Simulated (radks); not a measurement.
Species: Hf LVI. Configuration: [Ne] 3s2 3p5 (the NIST ground configuration).

All-electron calculation, scalar-relativistic Kohn-Sham, r2SCAN, spin-polarised, spherical densities, finite nucleus; open shells are filled with parallel spins first (spin-orbit coupling, left out, can overturn this in heavy ions); meta-GGA in the generalised Kohn-Sham scheme; Fermi nuclear charge, rms radius 5.347 fm. Program: a radial shooting solver on a logarithmic mesh with Libxc functionals.

Energy parts (eV):
| part | energy |
|---|---|
| total | -325562.52 |
| kinetic | 363644.22 |
| electron-nucleus | -720955.83 |
| Hartree | 36250.87 |
| exchange-correlation | -4501.79 |

Orbitals (lengths in bohr, moments of r in powers of bohr):
orbital  occ.  eigenvalue (eV)       <r^4>
1s up       1        -69395.17   6.624e-07
1s down     1        -69389.77   6.623e-07
2s up       1        -15108.51  0.00009557
2s down     1        -15106.92  0.00009547
2p up       3        -13768.89  0.00007317
2p down     3        -13764.87  0.00007314
3s up       1        -5927.396    0.002681
3s down     1        -5915.043    0.002688
3p up       3        -5523.241    0.002655
3p down     2        -5510.667    0.002663
3d up       0        -5138.768    0.001767
3d down     0        -5128.769    0.001767
4s up       0        -3079.744     0.03086
4s down     0        -3073.841     0.03107

The highest occupied level is 3p down at -5510.7 eV. Spin moment in Bohr magnetons: 1. The electron density at the nucleus is 1.281e+06 e/bohr^3 (large components only). The spin density at the nucleus is 5.63 e/bohr^3 (1s -57.18, 2s 25.36, 3s 37.44).
